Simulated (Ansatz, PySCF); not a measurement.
This triplet lies 0.29 eV above the relaxed singlet at the level frozen-core CCSD(T)/cc-pVTZ // PBE0-D3(BJ)/def2-TZVP (Ansatz, a first-principles code); other levels give the other order.

Cartesian coordinates (Å):
```xyz
5

F      2.5111    -0.6229    -0.2900
Si     1.4977     0.5123     0.2378
Al    -0.8729     0.0923     0.0432
H     -1.3841    -1.2660    -0.5879
H     -1.7518     1.2842     0.5969
```
Charge 0, spin multiplicity 3.

**Question.** Estimate the dipole moment, total energy and highest occupied spin orbital that PBE0-D3(BJ)/def2-TZVP (PySCF 2.14.0) returns for this input.

**Answer.** 
```yaml
dipole_moment: 0.90 D
total_energy: -17215.64 eV
highest_occupied_spin_orbital: -5.85 eV
```
